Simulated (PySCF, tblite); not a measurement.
Compound: C4H7N3OSi.
Z-matrix (Å and degrees, GFN2-xTB geometry), rows numbered from 1:
```
C 
C   1  1.5032
O   2  1.2097  1  123.79
C   2  1.4692  1  114.53  3   179.96
C   4  1.4150  2  128.74  1  -179.95
N   5  1.3138  4  107.95  2  -179.98
N   6  1.3263  5  105.53  4     0.01
Si  7  1.7689  6  121.88  5  -179.92
N   7  1.3127  6  113.75  5    -0.02
H   1  1.0874  2  109.37  3   121.30
H   1  1.0874  2  109.30  3  -121.23
H   1  1.0863  2  110.07  3     0.01
H   5  1.0693  4  129.17  2    -0.03
H   8  1.4596  7  105.99  6    60.32
H   8  1.4569  7  102.81  6  -179.43
H   8  1.4594  7  105.83  6   -59.25
```

Method: CAM-B3LYP/def2-SVPD in PySCF (dipole) on a GFN2-xTB geometry, gas phase.

Take the most abundant isotopes and a rigid rotor. The values belong to one conformer with, in the numbering `[CH3:1][C:2](=[O:3])[c:4]1[cH:5][n:6][n:7]([SiH3:8])[n:9]1`, C1–C2–C4–C5 180°.

Task: What are A, B and C (MHz)?

Result: Ia = 137.38, Ib = 635.41, Ic = 763.76 u·Å²; 505379 MHz·u·Å²/I gives A = 3679, B = 795.4, C = 661.7 MHz.

Task: What kind of rotor is it?

Result: A near-prolate asymmetric top: κ = (2 × 795.4 − 3679 − 661.7)/(3679 − 661.7) = -0.91.

Task: Is it planar, by Δ = Ic − Ia − Ib?

Result: Not planar: Δ = Ic − Ia − Ib = -9.03 u·Å². For a rigid frame Δ = −2 Σ m c², so Σ m c² = 4.52 u·Å² lies off the ab plane, practically all of it from hydrogen. The atom farthest from that plane is 1.22 Å away.

Task: Give the coordinates in the principal-axis frame, origin at the centre of mass.

Result: The sense of each axis is arbitrary; atoms in the order of the calculation.
| atom | mass (u) | a (Å) | b (Å) | c (Å) |
| --- | --- | --- | --- | --- |
| C1 | 12.000 | -2.455 | -1.674 | 0.000 |
| C2 | 12.000 | -2.230 | -0.187 | 0.000 |
| O3 | 15.995 | -3.123 | 0.629 | 0.000 |
| C4 | 12.000 | -0.817 | 0.215 | 0.000 |
| C5 | 12.000 | -0.267 | 1.519 | 0.001 |
| N6 | 14.003 | 1.042 | 1.407 | 0.000 |
| N7 | 14.003 | 1.287 | 0.103 | -0.001 |
| Si8 | 27.977 | 2.935 | -0.537 | 0.000 |
| N9 | 14.003 | 0.203 | -0.638 | -0.001 |
| H10 | 1.008 | -1.983 | -2.110 | -0.876 |
| H11 | 1.008 | -1.983 | -2.108 | 0.878 |
| H12 | 1.008 | -3.520 | -1.889 | 0.001 |
| H13 | 1.008 | -0.769 | 2.463 | 0.000 |
| H14 | 1.008 | 3.560 | -0.037 | 1.221 |
| H15 | 1.008 | 2.722 | -1.978 | -0.015 |
| H16 | 1.008 | 3.568 | -0.011 | -1.205 |

Task: List the rotational levels J(Ka,Kc) to J = 2 (cm⁻¹).

Result: Above 0(0,0):
J = 1: 1(0,1) 0.0486, 1(1,1) 0.1448, 1(1,0) 0.1492
J = 2: 2(0,2) 0.1457, 2(1,2) 0.2375, 2(1,1) 0.2509, 2(2,1) 0.5394, 2(2,0) 0.5396
The levels of one J sum to (2J + 1)J(J + 1)(A + B + C)/3.

Task: Which lines would a microwave search look for?

Result: The dipole components are |μa| = 3.18 D, |μb| = 2.11 D, |μc| = 0.00 D; the mirror of this Cs structure is the ab plane, so μc vanishes by symmetry and there are no c-type lines. The squared components, which scale the intensities, stand as 1.00 : 0.44 (a : b). Some lines, for components of 0.1 D or more:

```csv
type,branch,"J(Ka,Kc)",MHz,lower level (cm⁻¹)
a,Q,"2(1,1) ← 2(1,2)",401,0.238
a,R,"1(0,1) ← 0(0,0)",1457,0.000
a,R,"2(1,2) ← 1(1,1)",2780,0.145
a,R,"2(0,2) ← 1(0,1)",2910,0.049
b,Q,"1(1,0) ← 1(0,1)",3017,0.049
a,R,"2(1,1) ← 1(1,0)",3048,0.149
b,Q,"2(1,1) ← 2(0,2)",3155,0.146
b,R,"2(1,2) ← 1(0,1)",5664,0.049
b,Q,"2(2,0) ← 2(1,1)",8654,0.251
b,Q,"2(2,1) ← 2(1,2)",9051,0.238
b,R,"2(2,1) ← 1(1,0)",11697,0.149
b,R,"2(2,0) ← 1(1,1)",11836,0.145
```

Its lowest GFN2-xTB frequency is 9 cm⁻¹, too small to tell a flat minimum from a shallow saddle. Constants of a rigid frame at the computed geometry: no zero-point averaging, no centrifugal distortion. A rigid rotor knows nothing of internal rotation, which can split or shift real lines. Quadrupole hyperfine structure (14N) is left out.

Hardware: one thread, Arm Neoverse V2, shared host. Cost: 74 s. This is the CAM-B3LYP/def2-SVPD job that gave the dipole, with the excitations it also computed.
